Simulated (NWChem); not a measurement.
System: CH₄STe; SMILES S[Te]C

```xyz
7

Te    -0.3349    -0.4269     0.0082
C      1.7166    -1.0892     0.0081
H      1.6983    -2.1841     0.1124
H      2.2382    -0.6428     0.8634
H      2.2029    -0.8118    -0.9349
S      0.1141     1.9430     0.0611
H      0.1784     2.1384    -1.2762
```
Atoms are numbered in this order, from 1.

Level: PBE0/def2-SVP with def2 effective core potentials on Te (NWChem), optimised geometry, unscaled harmonic frequencies. def2 effective core potentials on Te; no spin-orbit coupling.

### Question
List the harmonic frequencies with IR intensities, and the thermochemistry.

### Answer
```tsv
frequency (cm⁻¹)	IR intensity (km/mol)
94	0.1
151	0.3
295	20.2
359	7.0
528	5.3
770	1.9
827	13.2
839	9.4
1238	6.7
1420	9.2
1437	10.0
2692	0.3
3077	6.4
3200	0.4
3223	0.1
```

The zero-point energy is 28.8 kcal/mol. The thermal correction to the enthalpy at 298.15 K (with zero-point energy) comes out as 32.8 kcal/mol and the heat capacity Cv comes out as 16.5 cal/(mol K). The entropy at 298.15 K and 1 atm (symmetry number 1) is 77.7 cal/(mol K).

Rigid rotor and harmonic oscillator; modes under 100 cm⁻¹ make the entropy uncertain.
